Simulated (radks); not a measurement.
Results of a calculation; reference values are marked as such.
Task: Coulomb parameter of the 5d shell of the iridium ion Ir2+ in the model configuration [Xe] 4f14 5d6 6s1, as a second difference U = [E(n + 1) + E(n - 1) - 2 E(n)] / (1)^2 with all orbitals relaxed. "Bare": the charge of the atom changes with n. "Screened": the 6s shell takes up the change at fixed total charge, which measures U(5d,5d) + U(6s,6s) - 2 U(5d,6s). Level of theory: scalar-relativistic Kohn-Sham, r2SCAN, spin-unpolarised, spherical densities, finite nucleus; meta-GGA in the generalised Kohn-Sham scheme; Fermi nuclear charge, rms radius 5.4032 fm (a radial shooting solver on a logarithmic mesh with Libxc functionals). Estimate both.

Result: U(bare) = 12.179 eV, U(screened by 6s) = 0.936 eV, against the Slater integral F0(5d,5d) = 15.637 eV with frozen orbitals.
